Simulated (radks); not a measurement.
Task: All-electron atom: Si+ in [Ne] 3s2 3p1. Method: scalar-relativistic Kohn-Sham, PBEsol, spin-polarised, spherical densities, finite nucleus; open shells are filled with parallel spins first; Fermi nuclear charge, rms radius 3.1224 fm; computed with a radial shooting solver on a logarithmic mesh with Libxc functionals. Some entries of the table are withheld. Estimate them.

orbital,occ.,eigenvalue (eV),<r> (bohr)
1s up,1,-1791.985,0.1114
1s down,1,-1791.888,0.1114
2s up,1,-148.6083,0.5686
2s down,1,-148.5033,0.5685
2p up,3,-104.9385,0.5377
2p down,3,-104.7965,0.5375
3s up,1,-19.4510,(1)
3s down,1,-18.3442,(2)
3p up,1,-12.0784,2.439
3p down,0,-10.9843,2.467

Result: 
(1) 3s up <r> (bohr): 2.058
(2) 3s down <r> (bohr): 2.057
